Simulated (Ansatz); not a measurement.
A structure relaxed at PBE-D4/def2-SVP in Ansatz, charge 0, singlet:

```xyz
26

C     2.9006    0.1712    2.3941
C     1.8228    0.3852    3.2716
C     0.4987    0.4033    2.7948
C     0.2674    0.2053    1.4289
C     1.3682   -0.0125    0.5325
C     2.6805   -0.0287    1.0184
C     0.8237   -0.1884   -0.8266
C     1.3605   -0.4253   -2.0875
C     0.4741   -0.5357   -3.2009
C    -0.9098   -0.4194   -3.0723
C    -1.4924   -0.1756   -1.7900
C    -2.8776   -0.0277   -1.4699
C    -3.2697    0.2064   -0.1520
C    -2.3334    0.3104    0.9204
C    -0.9784    0.1698    0.6407
C    -0.5906   -0.0695   -0.7086
H     3.9283    0.1618    2.7876
H     2.0173    0.5394    4.3438
H    -0.3399    0.5717    3.4875
H     3.5294   -0.1954    0.3377
H     2.4453   -0.5266   -2.2450
H     0.9037   -0.7247   -4.1966
H    -1.5567   -0.5127   -3.9584
H    -3.6341   -0.0996   -2.2667
H    -4.3410    0.3202    0.0739
H    -2.6971    0.4971    1.9425
```

Question: Give its formula, name or SMILES and point group.

Answer: fluoranthene (C₁₆H₁₀). Point group C2v (tolerance 0.1 Å).

Question: Summarise the bond lengths by kind (pairs closer than 1.2 times the sum of covalent radii, bridged metal pairs left out).

Answer: 19 × C–C 1.39 to 1.47 Å; 10 × C–H 1.10 Å.
